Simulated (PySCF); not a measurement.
Delta-SCF ions had no search for a lower state. Excitations are Tamm–Dancoff values on a coarser integration grid. The basis has no diffuse functions, so Rydberg states are missing or too high.

Z-matrix (Å, degrees):
```
Ga
F 1 1.7581
N 1 1.8052 2 115.42
H 3 1.0056 1 122.19 2 -164.95
H 3 1.0062 4 111.71 1 -151.40
N 1 1.8052 2 115.42 3 173.76
H 6 1.0056 1 122.19 2 164.95
H 6 1.0062 7 111.71 1 151.40
```
Charge 0, spin multiplicity 1.

Task: What is the computed S1 excitation (TDA), brightest of the four lowest singlets (TDA), HOMO–LUMO gap, S1 oscillator strength and vertical ionisation energy (Delta-SCF) (PBE0-D4/def2-TZVP in PySCF)?

Result: 
The S1 excitation (TDA) is 5.58 eV and the brightest of the four lowest singlets (TDA) is 6.34 eV. The HOMO–LUMO gap comes out as 6.99 eV and the S1 oscillator strength is 0.012. The vertical ionisation energy (Delta-SCF) comes out as 9.46 eV.
